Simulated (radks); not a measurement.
Problem. These are the eigenvalues of the occupied orbitals of an atom or ion with whole-number occupations (hartree). Method: scalar-relativistic Kohn-Sham, LDA (Slater exchange, VWN5 correlation), spin-polarised, spherical densities, finite nucleus; Fermi nuclear charge, rms radius of each element as measured or else 0.836 A^(1/3) + 0.57 fm; computed with a radial shooting solver on a logarithmic mesh with Libxc functionals.

1s down: -1713.482
1s up: -1713.482
2s up: -280.0183
2s down: -280.0159
2p up: -249.9271
2p down: -249.9255
3s up: -61.33224
3s down: -61.26185
3p up: -51.92148
3p down: -51.85172
3d up: -39.13439
3d down: -39.07974
4s up: -12.21380
4s down: -12.04657
4p up: -9.11926
4p down: -8.95264
4d up: -4.77454
4d down: -4.60992
5s up: -1.62647
5s down: -1.53181
5p up: -0.88207
5p down: -0.81016
4f up: -0.14027
6s up: -0.14010
6s down: -0.13115

Which element is it, and in what charge state? The configuration may be excited. Open shells, if any, are filled with parallel spins first.

Solution. Z = 62, samarium, charge 0: Sm in [Xe] 4f6 6s2. The list shows which subshells hold electrons but not how many an open one holds; the 1s level, -1713.5 hartree, gives Z - s = 58.5 by -(Z - s)^2/2, which with screening and relativity narrows Z to a few neighbours, and the depths of the outer levels then fix element, charge and occupations together.
